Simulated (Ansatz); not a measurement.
System: tribromo(chloro)silane, sum formula SiBr3Cl, net charge 0, singlet state. SMILES: Cl[Si](Br)(Br)Br
Geometry: optimised at B3LYP-D3(BJ)/def2-TZVP (Ansatz, a quantum-chemistry and plane-wave program).

Computed values are from Ansatz. Valence correlation only, unless marked. UHF or UKS for open shells. No spin-orbit coupling. Frozen are the shells of the preceding noble gas and the d and f shells that filled before the atom's block. No relativistic terms. Basis-set limits of correlation are two-point, X^-3; Hartree-Fock from the larger set. [CCSD(T)-MP2]/basis is that difference in the basis named.

| Item | Result |
|---|---|
| atomisation energy De | 342.7 kcal/mol at CCSD(T)/CBS(def2-TZVPPD,def2-QZVPPD) |
| vertical electron affinity (to the doublet; negative means unbound) | -0.32 eV at RI-MP2/CBS(def2-TZVPPD,def2-QZVPPD)+[CCSD(T)-MP2]/def2-TZVPPD |
| total energy | -8467.0960 Eh at CCSD(T)/CBS(def2-TZVPPD,def2-QZVPPD) |
| dipole moment | 0.18 D at CCSD(T)/def2-SVPD |
| T1 diagnostic | 0.010 at CCSD/def2-QZVPPD |
